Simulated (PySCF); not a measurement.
C5H9N, SMILES C1CN(C)CC=1. Geometry optimised at B3LYP-D3(BJ)/def2-SVP. Other conformers were not sampled.

Computed equilibrium geometry at B3LYP-D3(BJ)/def2-SVP (PySCF confirms it by a frequency run) as bond lengths and angles, and its point group (one conformer of several):
point group Cs.
Atoms: C1 N2 C3 C4 C5 C6 H7 H8 H9 H10 H11 H12 H13 H14 H15. Bonds (Å): C1–N2 1.437, C1–H7 1.102, C1–H8 1.102, C1–H9 1.117, N2–C3 1.459, N2–C6 1.459, C3–C4 1.506, C3–H10 1.108, C3–H11 1.118, C4–C5 1.336, C4–H12 1.092, C5–C6 1.506, C5–H13 1.092, C6–H14 1.118, C6–H15 1.108. Bond angles (°): N2–C1–H7 110.3, N2–C1–H8 110.3, N2–C1–H9 113.6, H7–C1–H8 107.3, H7–C1–H9 107.5, H8–C1–H9 107.5, C1–N2–C3 116.7, C1–N2–C6 116.7, C3–N2–C6 109.3, N2–C3–C4 103.0, N2–C3–H10 111.6, N2–C3–H11 112.9, C4–C3–H10 113.3, C4–C3–H11 110.0, H10–C3–H11 106.1, C3–C4–C5 110.3, C3–C4–H12 123.4, C5–C4–H12 126.3, C4–C5–C6 110.3, C4–C5–H13 126.3, C6–C5–H13 123.4, N2–C6–C5 103.0, N2–C6–H14 112.9, N2–C6–H15 111.6, C5–C6–H14 110.0, C5–C6–H15 113.3, H14–C6–H15 106.1.
